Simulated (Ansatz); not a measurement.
Calculated with Ansatz (gas phase, PBE0-D4/def2-TZVP geometries, no zero-point term in ΔE). CBS: MP2 limit from def2 TZ/QZ plus the TZ coupled-cluster correction, frozen cores. DFT in def2-TZVPP. B3LYP here is the variant with VWN-RPA as its local correlation; programs differ in this. Each species was taken in one conformer, which may not be the lowest.

Consider the cleavage of the Si–Si bond: `O[SiH](O)[SiH](F)F` + `C=C[SiH2]S` → `C=C[SiH2]S[SiH](F)F` + `O[SiH2]O`.

```csv
level,ΔE (kJ/mol),difference from CCSD(T)/CBS
PBE0-D4,-95.7,6.8
B3LYP-D4,-97.4,5.1
ωB97X-V,-97.9,4.6
ωB97M-V,-106.3,-3.8
r2SCAN,-101.1,1.4
PBE0,-90.5,12.0
SCS-MP2/def2-TZVPP,-107.3,-4.8
SCS-MP2/def2-QZVPP,-107.7,-5.2
HF/CBS(def2),-97.5,5.0
CCSD/CBS(def2),-100.3,2.2
CCSD(T)/CBS,-102.5,0
```

Largest T1 diagnostic among the species: 0.012.

From PBE to PBE0 (25 % exact exchange), in def2-TZVPP and without D4, ΔE moves by −5.9 kJ/mol. In def2-TZVPP, CCSD(T) changes the Hartree–Fock value by −3.7 kJ/mol (the triples alone add −2.2 kJ/mol) and MP2 by −15.1 kJ/mol.
